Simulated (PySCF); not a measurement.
Isomers of C3H7ClOSi, mass 121.995 u with the commonest isotopes. The calculation used wB97X-D/def2-SVPD in PySCF (dipole) on a GFN2-xTB geometry, gas phase. One conformer each, none proved a minimum here; rigid rotors.

Question: Order these by rotational constant C, largest first.
A. `[CH3:1]/[CH:2]=[C:3](\[Cl:4])[O:5][SiH3:6]` with C2–C3–O5–Si6 180°
B. `[Cl:1][C@@H:2]1[CH2:3][O:4][SiH2:5][CH2:6]1` with Cl1–C2–C3–O4 -164°, C2–C3–O4–Si5 25°, C3–O4–Si5–C6 -3°, O4–Si5–C6–C2 -19°
C. `[CH2:1]=[C:2]([Cl:3])[O:4][SiH2:5][CH3:6]` with C1–C2–O4–Si5 -175°, C2–O4–Si5–C6 65°
D. `[Cl:1][Si@H:2]1[CH2:3][CH2:4][CH2:5][O:6]1` with Cl1–Si2–C3–C4 138°, Si2–C3–C4–C5 -35°, C3–C4–C5–O6 37°, C4–C5–O6–Si2 -19°
E. `[CH2:1]=[CH:2][O:3][Si@H:4]([CH3:5])[Cl:6]` with C1–C2–O3–Si4 -5°, C2–O3–Si4–C5 -64°
F. `[CH2:1]=[CH:2][O:3][SiH2:4][CH2:5][Cl:6]` with C1–C2–O3–Si4 180°, C2–O3–Si4–C5 180°, O3–Si4–C5–Cl6 180°

Answer: D (1364 MHz), C (1268 MHz), B (1192 MHz), E (1129 MHz), A (1093 MHz), F (745.9 MHz).

Question: Order these by rotational constant B, largest first.
A. `[CH2:1]=[CH:2][C@H:3]([Cl:4])[SiH2:5][OH:6]` with C1–C2–C3–Cl4 -131°, C2–C3–Si5–O6 63°, C3–Si5–O6–H 45°
B. `[CH2:1]=[CH:2][O:3][SiH2:4][CH2:5][Cl:6]` with C1–C2–O3–Si4 180°, C2–O3–Si4–C5 180°, O3–Si4–C5–Cl6 180°
C. `[CH3:1]/[CH:2]=[C:3](/[Cl:4])[O:5][SiH3:6]` with C2–C3–O5–Si6 180°
D. `[Cl:1][Si@H:2]1[CH2:3][CH2:4][CH2:5][O:6]1` with Cl1–Si2–C3–C4 138°, Si2–C3–C4–C5 -35°, C3–C4–C5–O6 37°, C4–C5–O6–Si2 -19°
E. `[CH2:1]=[CH:2][O:3][Si@H:4]([CH3:5])[Cl:6]` with C1–C2–O3–Si4 -5°, C2–O3–Si4–C5 -64°

Answer: A (1840 MHz), C (1772 MHz), D (1559 MHz), E (1389 MHz), B (783.6 MHz).

Question: Order these by radius of gyration √(Σ m r²/M), smallest first.
A. `[Cl:1][Si@H:2]1[CH2:3][CH2:4][CH2:5][O:6]1` with Cl1–Si2–C3–C4 138°, Si2–C3–C4–C5 -35°, C3–C4–C5–O6 37°, C4–C5–O6–Si2 -19°
B. `[CH2:1]=[CH:2][O:3][Si@H:4]([CH3:5])[Cl:6]` with C1–C2–O3–Si4 -5°, C2–O3–Si4–C5 -64°
C. `[Cl:1][C@@H:2]1[CH2:3][O:4][SiH2:5][CH2:6]1` with Cl1–C2–C3–O4 -164°, C2–C3–O4–Si5 25°, C3–O4–Si5–C6 -3°, O4–Si5–C6–C2 -19°
D. `[CH2:1]=[CH:2][O:3][SiH2:4][CH2:5][Cl:6]` with C1–C2–O3–Si4 180°, C2–O3–Si4–C5 180°, O3–Si4–C5–Cl6 180°

Answer: A (1.802 Å), C (1.889 Å), B (1.952 Å), D (2.365 Å).

```json
{"SMILES": "C=CO[Si@H](C)Cl", "point group": "C1", "Ia (u·Å²)": "118.06", "Ib (u·Å²)": "363.77", "Ic (u·Å²)": "447.49", "κ": "-0.84", "μa (D)": "1.38", "μb (D)": "1.44", "μc (D)": "0.09"}
{"SMILES": "Cl[Si@H]1CCCO1", "point group": "C1", "Ia (u·Å²)": "97.67", "Ib (u·Å²)": "324.17", "Ic (u·Å²)": "370.61", "κ": "-0.90", "μa (D)": "2.11", "μb (D)": "1.41", "μc (D)": "0.06"}
{"SMILES": "C/C=C(\\Cl)O[SiH3]", "point group": "Cs", "Ia (u·Å²)": "113.81", "Ib (u·Å²)": "357.63", "Ic (u·Å²)": "462.54", "κ": "-0.81", "μa (D)": "0.13", "μb (D)": "0.39", "μc (D)": "0.00"}
{"SMILES": "C=CO[SiH2]CCl", "point group": "Cs", "Ia (u·Å²)": "41.65", "Ib (u·Å²)": "644.91", "Ic (u·Å²)": "677.58", "κ": "-0.99", "μa (D)": "1.59", "μb (D)": "0.02", "μc (D)": "0.00"}
{"SMILES": "C/C=C(/Cl)O[SiH3]", "point group": "Cs", "Ia (u·Å²)": "178.20", "Ib (u·Å²)": "285.27", "Ic (u·Å²)": "454.54", "κ": "-0.23", "μa (D)": "0.08", "μb (D)": "0.81", "μc (D)": "0.00"}
{"SMILES": "Cl[C@@H]1CO[SiH2]C1", "point group": "C1", "Ia (u·Å²)": "86.70", "Ib (u·Å²)": "359.58", "Ic (u·Å²)": "424.08", "κ": "-0.91", "μa (D)": "1.11", "μb (D)": "0.99", "μc (D)": "0.35"}
{"SMILES": "C=C(Cl)O[SiH2]C", "point group": "C1", "Ia (u·Å²)": "140.87", "Ib (u·Å²)": "318.45", "Ic (u·Å²)": "398.53", "κ": "-0.73", "μa (D)": "1.11", "μb (D)": "0.09", "μc (D)": "0.43"}
{"SMILES": "C=C[C@H](Cl)[SiH2]O", "point group": "C1", "Ia (u·Å²)": "203.60", "Ib (u·Å²)": "274.63", "Ic (u·Å²)": "402.66", "κ": "-0.05", "μa (D)": "0.69", "μb (D)": "0.66", "μc (D)": "0.50"}
```
